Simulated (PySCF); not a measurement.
NICS in isomers of C6H9PS.

Probes without a nucleus sit at each ring's centroid and 1 Å off its mean plane on both sides; NICS is minus the shielding there, NICSzz its component along the normal. Level: GIAO PBE0/pcSseg-1 (PySCF, non-relativistic, gas phase) on the GFN2-xTB geometries, one conformer each. Atom numbers follow the mapped SMILES.

**Question.** Order these rings by mean NICS(1)zz, lowest (most negative) first (ppm).
A. ring C3–P4–C5–C6–S8 in `[CH3:1][CH2:2][c:3]1[p:4][cH:5][c:6]([CH3:7])[s:8]1`
B. ring P3–C4–C5–S6–C7–C8 in `[CH:1]#[C:2][P:3]1[CH2:4][CH2:5][S:6][CH2:7][CH2:8]1`
C. ring C3–C4–P5–C7–C8 in `[CH2:1]=[CH:2][C:3]1=[CH:4][P@@H:5](=[S:6])[CH2:7][CH2:8]1`
D. ring C2–C3–P4–C6–C8 in `[CH3:1][C:2]1=[CH:3][P@H:4](=[S:5])[C:6]([CH3:7])=[CH:8]1`
E. ring C4–P5–C6–C7–S8 in `[CH3:1][CH:2]([CH3:3])[c:4]1[p:5][cH:6][cH:7][s:8]1`
F. ring C4–C5–S6–C7–P8 in `[CH3:1][CH:2]([CH3:3])[c:4]1[cH:5][s:6][cH:7][p:8]1`

**Answer.** F (-26.5), E (-24.9), A (-21.2), C (-1.7), D (-0.6), B (4.7).

```
               SMILES                                                     ring  NICS(0)  NICS(1)  NICS(1)zz  HOMA  rms pucker (Å)  ring atoms with four or more neighbours
         CC(C)c1cscp1  5-membered ring with P and S; formal bonds all aromatic    -11.8    -11.6      -26.5  0.73            0.00                                        0
         CC(C)c1pccs1  5-membered ring with P and S; formal bonds all aromatic    -11.2    -11.1      -24.9  0.73            0.00                                        0
         CCc1pcc(C)s1  5-membered ring with P and S; formal bonds all aromatic     -9.8     -9.9      -21.2  0.71            0.00                                        0
 C=CC1=C[P@@H](=S)CC1  5-membered ring with P; formal bonds 1 double, 4 single     -3.1     -3.6       -1.7     –            0.10                                        3
CC1=C[P@H](=S)C(C)=C1  5-membered ring with P; formal bonds 2 double, 3 single     -0.4     -3.3       -0.6     –            0.02                                        1
          C#CP1CCSCC1    6-membered ring with P and S; formal bonds all single     -1.8     -1.8        4.7     –            0.29                                        4
```

NICS(0) gives another order. The isotropic NICS(1) gives the same order. HOMA uses Krygowski's 1993 parameters; it is left out where a ring has a four-coordinate atom, a triple bond, no multiple bond or a kind of bond without parameters. NICS(1) and NICS(1)zz are means over the two faces.
